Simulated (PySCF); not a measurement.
## What settings do to a single point of OsH8

The sound run of OsH8 (singlet) uses PySCF 2.14.0, RKS TPSS, Os def2-SVP with ECP60, H def2-SVP; non-relativistic Hamiltonian with scalar-relativistic core potentials where named; density fitting; no spin-orbit coupling, grid (50, 194), threshold 1e-8 Eh and 55 cycles, at the relaxed geometry:

```xyz
9

Os    0.0000    0.0000    0.1294
H     1.6677    0.0000    0.3851
H     0.0000    1.6677    0.3851
H    -1.6677    0.0000    0.3851
H     0.0000   -1.6677    0.3851
H     0.8824    0.8824   -0.8895
H    -0.8824    0.8824   -0.8895
H    -0.8824   -0.8824   -0.8895
H     0.8824   -0.8824   -0.8895
```

There Os1 has a Mulliken charge of 0.38 e and the dipole about the centre of mass is 0.20 D. Each run below changes one thing and starts from free metal ions and neutral atoms unless it says otherwise; with 55 cycles, smearing, a level shift and second-order steps follow where DIIS fails, and their cycles count. Energy shifts count from the sound run.

```json
{"change": "start from a density of up to 30 smeared cycles (not counted)", "outcome": "converged", "cycles": "7", "energy shift (eV)": "0.0000", "largest force component (eV/Å)": "0.00", "charge on Os1 (e)": "0.38", "dipole about the centre of mass (D)": "0.20"}
```

**Question.** One further run converged with energy shift (eV) -8.57, largest force component (eV/Å) 3.19, charge on Os1 (e) 0.78, dipole about the centre of mass (D) 0.05. Which change was it?
A. grid (10, 14)
B. H2 put 1.1 Å from Os1, limit 64 cycles
C. threshold 1e-05

**Answer.** A.

**Question.** And the other changes listed?

**Answer.** 
```tsv
change	outcome	cycles	energy shift (eV)	largest force component (eV/Å)	charge on Os1 (e)	dipole about the centre of mass (D)
threshold 1e-05	converged	6	0.0000	0.01	0.38	0.19
H2 put 1.1 Å from Os1, limit 64 cycles	converged	9	6.69	35.27	0.68	0.71
```

Unsound on purpose, so not properties of the compound: grid (10, 14); H2 put 1.1 Å from Os1, limit 64 cycles.

Forces carry noise of the integration grid, about 0.01 to 0.03 eV/Å.

No frequency check is given that shows the relaxed geometry to be a minimum.
